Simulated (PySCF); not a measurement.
NMR data simulated for an unnamed compound:

1H NMR (300 MHz, computed): δ 7.27 (m, 2H), 7.23 (m, 2H), 7.18 (m, 1H), 5.95 (m, 1H), 5.38 (m, 1H), 5.25 (m, 1H), 3.27 (d, 2H).

13C{1H} NMR (computed): δ 148.8 (CH), 146.5 (C), 135.0 (CH), 134.3 (CH), 132.4 (CH), 122.6 (CH2), 45.8 (CH2).

Computational details: B3LYP/pcSseg-1 with gauge-including orbitals, geometry from PBE0-D3(BJ)/def2-SVP, in PySCF (averaged over atoms made equivalent by symmetry, fast rotation or ring inversion, non-relativistic, one computed conformer, no solvent).

Chemical shifts δ = σref − σ; 1H, 13C against TMS, all at this level.

Question: Which of these does the molecule contain: an NH or NH2 group, a nitrile, a vinyl group CH=CH2, a non-aromatic C=C double bond, a benzene ring, a carboxylic acid?

Answer: 
- An NH or NH2 group: no.
- A nitrile: no.
- A vinyl group CH=CH2: yes (δC 122.6, 148.8; δH 5.25 (m), 5.38 (m), 5.95 (m)).
- A non-aromatic C=C double bond: yes.
- A benzene ring: yes.
- A carboxylic acid: no.

The data belong to `C=CCc1ccccc1`, C9H10; they needn't prove each group on their own.

Carbon signals by region: 6 in the sp2 and nitrile region (100–160 ppm), 1 below 50 ppm.

Shifts are as computed. Against solution values, carbons near 30 ppm lie about +2 ppm off and those near 130 ppm about +6 ppm. Of 1211 compounds with measured shifts, 218 miss one by over three times the rms of a fit or turn the order of signals round; such compounds aren't used in these exercises. Multiplicities follow the n + 1 count of equivalent neighbours, as no J values were calculated; m marks all less simple cases, F and P coupling included.
